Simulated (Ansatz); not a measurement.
Isolated molecules relaxed with PBE0-D4/def2-TZVP in Ansatz; ΔE leaves out vibrations. CBS: MP2 limit from def2 TZ/QZ plus the TZ coupled-cluster correction, frozen cores. This one scheme is used for every species. DFT in def2-TZVPP. B3LYP here is the variant with VWN-RPA as its local correlation; programs differ in this. One conformer a species, not always the lowest.

Reaction (formal exchange of groups at a C–Si bond): `C[SiH2]C[SiH2]F` + CH₃NH₂ → `NCC[SiH2]F` + `C[SiH3]`

Problem. Is it downhill or uphill in electronic energy at CCSD(T)/CBS, and by how much? (Estimate.)

Solution. Ansatz gave: Uphill: ΔE = +48.8 kJ/mol.

Problem. What do these levels give: r2SCAN-D4, ωB97X-V, PBE0, B3LYP, MP2/def2-TZVPP, SCS-MP2/def2-TZVPP, CCSD/def2-TZVPP, CCSD(T)/def2-TZVPP, MP2/def2-QZVPP, SCS-MP2/def2-QZVPP, HF/CBS(def2), MP2/CBS(def2)? (Best estimate.)

Solution. The calculation gave: r2SCAN-D4 50.9, ωB97X-V 46.8, PBE0 47.2, B3LYP 44.7, MP2/def2-TZVPP 49.6, SCS-MP2/def2-TZVPP 46.3, CCSD/def2-TZVPP 46.3, CCSD(T)/def2-TZVPP 46.9, MP2/def2-QZVPP 50.7, SCS-MP2/def2-QZVPP 47.4, HF/CBS(def2) 42.4, MP2/CBS(def2) 51.4 kJ/mol.

Largest T1 diagnostic among the species: 0.011.

In def2-TZVPP, CCSD(T) changes the Hartree–Fock value by +4.6 kJ/mol (the triples alone add +0.6 kJ/mol) and MP2 by +7.3 kJ/mol. The D4 term adds +4.6 kJ/mol with B3LYP and +2.7 kJ/mol with PBE0; it sums over pairs of atoms, weighted by their polarisabilities, and B3LYP, whose exchange is more repulsive, gets the larger term.
